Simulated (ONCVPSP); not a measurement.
## What one change does to a pseudopotential (Ru, ONCV)

ruthenium (Ru), optimised norm-conserving Vanderbilt (ONCV), made with ONCVPSP 4.0.1 (LDA (Perdew-Wang 92), scalar-relativistic). Core [Ar] 3d10, reference 4s2 4p6 4d6.5 (charge +1.5). Waves: 4s: rc 1.15 bohr, ncon 4, nbas 9, qcut 6.2 1/bohr, 2 projectors, debl 3.2 Ha; 4p: rc 1.30 bohr, ncon 5, nbas 9, qcut 6.8 1/bohr, 2 projectors, debl 1.1 Ha; 4d: rc 1.85 bohr, ncon 5, nbas 10, qcut 6.7 1/bohr, 3 projectors, debl 1.7 Ha. Local part: polynomial inside 0.85 bohr (lpopt 4, dvloc0 1 Ha). Core correction: none.

In the s channel the program set the typed energies aside and used -3.307, 0.250 Ha. In the p channel the program set the typed energies aside and used -2.207, 0.250 Ha.

All-electron outer shells of the reference configuration (LDA (PZ), scalar-relativistic, ld1.x):

| shell | level (eV) | outermost node (bohr) | outermost maximum (bohr) |
| --- | --- | --- | --- |
| 4s | -89.99 | 0.48 | 0.91 |
| 4p | -60.04 | 0.49 | 0.98 |
| 4d | -18.36 | 0.48 | 1.21 |

Change: s: rc 1.22.

Cutoffs: the cutoffs (Ha) at which the residual kinetic energy of the hardest occupied pseudo-wave falls to 1 and 0.1 mHa per electron; they do not see the model core or the augmentation charge, which bear on the density cutoff. Errors are all-electron minus pseudo energies relative to the spin-unpolarised reference configuration.

**Question.** How do hardness, ghosts and transferability respond?

**Answer.** The potential gets softer (151 Ha and 185 Ha → 105 Ha and 162 Ha); the errors of the 4 common tests hardly move; neither file shows a bound ghost. A larger radius leaves more room for a smooth pseudo-wave, so fewer plane waves are needed.

| quantity | base | changed |
| --- | --- | --- |
| cutoff, loose | 151 Ha | 105 Ha |
| cutoff, tight | 185 Ha | 162 Ha |
| loose cutoff by channel | s 151 Ha, p 83 Ha, d 20 Ha | s 105 Ha, p 83 Ha, d 20 Ha |
| bound ghosts | none | none |
| GHOST(+) flags under 300 eV | s at 223.2 eV | s at 204.9 eV |
| error for 4s2 4p6 4d7 5s1, meV [ΔE -15.38 eV] | +1.5 | +1.5 |
| error for 4s2 4p6 4d7, meV [ΔE -7.77 eV] | +0.5 | +0.5 |
| error for 4s2 4p6 4d6, meV [ΔE 10.67 eV] | +0.1 | +0.1 |
| error for 4s2 4p6 4d5, meV [ΔE 41.52 eV] | +9.3 | +9.3 |
| p: phases at 1.32 bohr within 0.05 rad from the reference energy up to (Ha; the scan ends near 5) | to the end of the scan | to the end of the scan |
| d: phases at 1.88 bohr within 0.05 rad from the reference energy up to (Ha; the scan ends near 5) | to the end of the scan | to the end of the scan |
